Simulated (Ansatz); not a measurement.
Isolated molecules relaxed with PBE0-D4/def2-TZVP in Ansatz; ΔE leaves out vibrations. CBS: MP2 limit from def2 TZ/QZ plus the TZ coupled-cluster correction, frozen cores. DFT in def2-TZVPP. B3LYP here is the variant with VWN-RPA as its local correlation; programs differ in this. def2 core potentials past Kr. For Se, Sn outer-core shells are correlated without core-valence functions, which leaves a few kJ/mol of doubt a bond. Scalar relativity is left out up to krypton. One conformer a species, not always the lowest.

`O=C([SiH3])[SeH]` + `C[O][SnH]([CH3])[SH]` → `C[O][SnH]([CH3])[SeH]` + `O=C([SiH3])S`  (redistribution)

`O=C([SiH3])[SeH]`:

```xyz
8

O    -0.240   -1.766    1.166
C    -0.396   -0.907    0.349
Si    0.800    0.601    0.251
Se   -1.895   -1.023   -0.903
H     0.435    1.487   -0.881
H     0.686    1.325    1.539
H     2.168    0.058    0.075
H    -1.557    0.225   -1.597
```

`C[O][SnH]([CH3])[SH]`:

```xyz
13

C     0.653   -1.928   -0.301
O     1.216   -0.692   -0.657
Sn    0.427    0.977    0.023
C    -1.589    1.133   -0.641
S     0.350    0.828    2.422
H     1.289   -2.723   -0.703
H     0.590   -2.063    0.787
H    -0.355   -2.065   -0.719
H     1.538    2.154   -0.503
H    -1.619    1.076   -1.729
H    -2.015    2.081   -0.313
H    -2.171    0.313   -0.219
H     1.685    0.909    2.553
```

`C[O][SnH]([CH3])[SeH]`:

Cartesian coordinates in Å:
```
C -1.058 -1.884 -0.768
O -0.311 -0.729 -1.043
Sn -0.032 0.626 0.356
C 1.345 1.966 -0.539
Se 0.992 -0.518 2.373
H -1.045 -2.523 -1.656
H -0.642 -2.462 0.068
H -2.109 -1.658 -0.535
H -1.568 1.231 0.805
H 1.539 2.807 0.126
H 0.929 2.329 -1.479
H 2.275 1.436 -0.738
H -0.317 -0.620 3.031
```

`O=C([SiH3])S`:

Z-matrix (Å, degrees):
```
Si
C 1 1.927
H 1 1.482 2 107.1
H 1 1.484 2 110.0 3 120.6
H 1 1.482 2 107.1 3 -118.8
S 2 1.785 1 115.2 3 -120.6
O 2 1.201 1 121.5 3 59.4
H 6 1.346 2 95.2 1 -180.0
```

| level | ΔE (kJ/mol) | difference from CCSD(T)/CBS |
| --- | --- | --- |
| PBE-D4 | -18.3 | 2.2 |
| PBE0-D4 | -21.5 | -1.0 |
| ωB97X-V | -22.1 | -1.6 |
| PBE | -19.3 | 1.2 |
| B3LYP | -20.5 | 0.0 |
| SCS-MP2/def2-TZVPP | -17.8 | 2.7 |
| CCSD(T)/def2-TZVPP | -16.9 | 3.6 |
| MP2/def2-QZVPP | -19.9 | 0.6 |
| HF/CBS(def2) | -25.8 | -5.3 |
| CCSD/CBS(def2) | -21.6 | -1.1 |
| CCSD(T)/CBS | -20.5 | 0 |

Largest T1 diagnostic among the species: 0.017.

From PBE to PBE0 (25 % exact exchange), in def2-TZVPP and without D4, ΔE moves by −3.0 kJ/mol. In def2-TZVPP, CCSD(T) changes the Hartree–Fock value by +9.1 kJ/mol (the triples alone add +1.2 kJ/mol) and MP2 by +8.0 kJ/mol.
